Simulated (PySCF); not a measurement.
Fe⁺: excitation energy

Fe⁺ [Ar] 3d6 4s1 (6D) → Fe⁺ [Ar] 3d5 4s2 (6S), as a difference of total energies. All numbers are calculated (PySCF 2.14, the spin-free X2C one-electron Hamiltonian (Gaussian nucleus), in aug-cc-pVTZ-DK (8s7p5d3f2g, 93 functions)). Correlated levels: valence: [Ar] frozen. The calculations carry no spin-orbit coupling.

```json
{"method": "UHF", "excitation energy (cm⁻¹)": "16851", "error (cm⁻¹)": "-6051"}
{"method": "LDA", "excitation energy (cm⁻¹)": "29548", "error (cm⁻¹)": "+6646"}
{"method": "PBE", "excitation energy (cm⁻¹)": "30884", "error (cm⁻¹)": "+7983"}
{"method": "PBE0", "excitation energy (cm⁻¹)": "28236", "error (cm⁻¹)": "+5335"}
{"method": "r2SCAN", "excitation energy (cm⁻¹)": "29807", "error (cm⁻¹)": "+6906"}
{"method": "TPSS", "excitation energy (cm⁻¹)": "32403", "error (cm⁻¹)": "+9502"}
{"method": "wB97X", "excitation energy (cm⁻¹)": "23655", "error (cm⁻¹)": "+754"}
{"method": "wB97X-V", "excitation energy (cm⁻¹)": "26920", "error (cm⁻¹)": "+4019"}
{"method": "B3LYP", "excitation energy (cm⁻¹)": "27075", "error (cm⁻¹)": "+4173"}
{"method": "MP2 (valence)", "excitation energy (cm⁻¹)": "21762", "error (cm⁻¹)": "-1139"}
{"method": "SCS-MP2 (valence)", "excitation energy (cm⁻¹)": "21572", "error (cm⁻¹)": "-1330"}
```

Reference: 22901 cm⁻¹ (measured; NIST levels, between the centres of gravity of the two terms).

Errors of the correlated levels include the incompleteness of this basis and the frozen core.
